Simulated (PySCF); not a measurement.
## Property card for `[SiH3]N([SiH3])C1=[O+][BH2-]OC=C1`

C3H10BNO2Si2.
Bonds: Si1–N2, N2–Si3, N2–C4, C4–O5 (double), O5–B6, B6–O7, O7–C8, C8–C9 (double), C4–C9. Hydrogens: H10, H11, H12 on Si1; H13, H14, H15 on Si3; H16, H17 on B6; H18 on C8; H19 on C9.

Among its groups: C=C double bond and Si–H bond.

PBE0-D3(BJ)/def2-SVP geometry optimisation, gas phase (PySCF):

| Quantity | Value |
| --- | --- |
| Point group | C1 |
| Rotational constants A, B, C | 1.933, 0.857, 0.610 GHz |

**PBE0/def2-SVPD ground state, ΔSCF and vertical TDDFT (core frozen in the response) (PySCF)**

| Property | Result |
| --- | --- |
| Dipole moment | 5.22 D |
| HOMO energy | -6.94 eV |
| LUMO energy | -1.82 eV |
| HOMO–LUMO gap | 5.12 eV |
| Lowest singlet excitation | 4.02 eV (308 nm, f = 0.054) |
| Strongest line among the 10 lowest singlet transitions | S2 at 5.33 eV (233 nm, f = 0.277) |
| Lowest triplet excitation (Tamm–Dancoff) | 3.14 eV |
| Static isotropic polarisability | 120.6 au |
| Vertical ionisation energy | 8.71 eV |
| Vertical electron affinity | 0.23 eV |
| Electronic spatial extent ⟨r²⟩ about the centre of nuclear charge | 1835 bohr² |

**PBE0/pcSseg-1 ground state and GIAO shieldings, non-relativistic (PySCF)**

| Quantity | Value |
| --- | --- |
| Lowest Hirshfeld atomic charge | -0.21 e on N2 |
| Highest Hirshfeld atomic charge | +0.37 e on Si3 |
| 13C chemical shifts (computed TMS as zero) by class | 182.1 (C8), 180.5 (C4), 91.6 (C9) ppm |
| 1H chemical shifts (computed TMS as zero) by class | 7.64 (H18), 5.03 (H19), 4.73 (H10/H11/H12/H13/H14/H15), 3.78 (H16/H17) ppm |
| Isotropic shieldings of nuclei other than C and H, by class | 100 (B6), 166 (N2), 77 (O7), 99 (O5), 397 (Si1/Si3) ppm |
| Mayer bond orders between heavy atoms | Si1–N2 0.78, N2–Si3 0.82, N2–C4 1.13, C4–O5 1.28, O5–B6 0.62, B6–O7 0.70, O7–C8 1.37, C8–C9 1.48, C9–C4 1.26 |

Monoisotopic mass from the formula: 159.0343 u.

The largest Löwdin shares of the LUMO are 0.25 on C8, 0.21 on C4, 0.13 on O7 and 0.10 on O5. The vertical singlet–triplet gap S1 − T1 is 0.88 eV (TDDFT singlet less Tamm–Dancoff triplet; S1: HOMO→LUMO, weight 0.96; T1: HOMO→LUMO, weight 0.92). From the two ΔSCF values, the fundamental gap I − A is 8.48 eV and the Mulliken electronegativity (I + A)/2 is 4.47 eV. No computed singlet falls in the visible range (750 to 380 nm, 1.65 to 3.26 eV); S1 lies 0.76 eV above its blue end. The polarisability is 17.86 Å³ as a volume (1 au = 0.148185 Å³), or 1.44 au for each of the 84 electrons. S1 lies 1.10 eV below the HOMO–LUMO gap; its leading configuration is HOMO→LUMO, weight 0.96. The ΔSCF ionisation energy exceeds −ε(HOMO) by 1.77 eV with PBE0. In atomic units the dipole is 2.05 e·bohr (1 au = 2.5417 D).

One conformer (not necessarily the lowest) at the PBE0-D3(BJ)/def2-SVP geometry, without solvent or vibrations. NMR classes are plain means over equivalent atoms (diastereotopic ones count apart unless rotation or inversion swaps them), as if these changed places fast; in this geometry the members of some classes differ.

Conformer computed: `[SiH3:1][N:2]([SiH3:3])[C:4]1=[O+:5][BH2-:6][O:7][CH:8]=[CH:9]1`: Si1–N2–C4–O5 -3°.
